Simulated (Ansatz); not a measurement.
Ideal-gas functions of FH3NO2Ta, SMILES `[NH]=[Ta]([OH])([OH])[F]` at 298.15 K and 1 bar, from an Ansatz frequency run at PBE0-D4/def2-TZVP.

Molar mass 248.98 g/mol, point group Cs (symmetry number 1), electronic degeneracy 1, moments of inertia 158.241, 161.894, 177.935 u Å². Harmonic wavenumbers (cm⁻¹, unscaled): 178, 189, 202, 228, 229, 380, 397, 510, 513, 589, 615, 659, 716, 717, 1009, 3695, 3941, 3944.

Use S(trans) = R[1.5 ln M + 2.5 ln T − 1.1517]; rotational temperatures θ = 24.2544 K / I; S(rot) = R[ln(√π/σ · √(T³/θAθBθC)) + 1.5]; for each mode x = 1.438777 ν̃/T, S = R[x/(eˣ − 1) − ln(1 − e⁻ˣ)] and H = RT x/(eˣ − 1); 1 cm⁻¹ = 0.0119627 kJ/mol; R = 8.31446 J/(mol·K).

**Question.** By hand: the entropy, in J/(mol·K).

**Answer.** Translation 177.7. Rotation: θ = 0.1533, 0.1498, 0.1363 K, giving 112.3. Vibration, mode by mode: 9.83, 9.36, 8.85, 7.93, 7.89, 4.35, 4.07, 2.65, 2.62, 1.96, 1.78, 1.50, 1.20, 1.20, 0.38, 0.00, 0.00, 0.00, in all 65.6. Electronic 0.0. Sum 355.6 J/(mol·K).

**Question.** By hand: H − E and G − E in kJ/mol, counted from the electronic energy.

**Answer.** Zero-point energy ½ × 18711 × 0.0119627 = 111.9; thermal vibration 11.9; translation, rotation and pV give 4 RT = 9.9. H − E = 133.7 kJ/mol, and G − E = 133.7 − 298.15 × 355.6/1000 = 27.7 kJ/mol.

Vibration gives 18 % of the entropy. The sum counts one conformer and one mirror image; others add a mixing term.
